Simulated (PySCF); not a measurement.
Predicted microwave data (PBE0/pcSseg-1 in PySCF (dipole) on a GFN2-xTB geometry, gas phase) for one isomer of C6H11F3:

```
Rotational constants : A = 2529, B = 955.1, C = 816.0 MHz
Dipole components    : |μa| = 2.51 D, |μb| = 0.01 D, |μc| = 0.57 D
Inertial defect      : -109.60 u·Å²
κ                    : -0.84
```

Task: Which candidate fits, each taken in the one conformer that was computed?
A. `[CH3:1][CH2:2][C@H:3]([CH3:4])[CH2:5][C:6]([F:7])([F:8])[F:9]` with C1–C2–C3–C4 -169°, C2–C3–C5–C6 -171°
B. `[CH3:1][CH:2]([CH3:3])[C@@:4]([CH3:5])([F:6])[CH:7]([F:8])[F:9]` with C1–C2–C4–C5 -57°, C2–C4–C7–F8 48°
C. `[CH3:1][C@@H:2]([CH:3]([F:4])[F:5])[C:6]([CH3:7])([CH3:8])[F:9]` with C1–C2–C3–F4 -71°, C1–C2–C6–C7 64°

Result: A. It is CC[C@H](C)CC(F)(F)F, an asymmetric top, point group C1. The candidates at the same level (rigid rotor, commonest isotopes):

| SMILES | A (MHz) | B (MHz) | C (MHz) | μa (D) | μb (D) | μc (D) | Δ (u·Å²) | point group | rotor |
| --- | --- | --- | --- | --- | --- | --- | --- | --- | --- |
| CC[C@H](C)CC(F)(F)F | 2529 | 955.1 | 816.0 | 2.51 | 0.01 | 0.57 | -109.60 | C1 | asymmetric top |
| CC(C)[C@@](C)(F)C(F)F | 2239 | 1263 | 1088 | 1.59 | 0.43 | 0.65 | -161.48 | C1 | asymmetric top |
| C[C@@H](C(F)F)C(C)(C)F | 2353 | 1113 | 1066 | 1.98 | 1.45 | 0.46 | -194.65 | C1 | near-prolate asymmetric top |

`C[C@@H](C(F)F)C(C)(C)F` has C 31 % too high; `CC(C)[C@@](C)(F)C(F)F` has C 33 % too high. No structure here is proved a minimum.
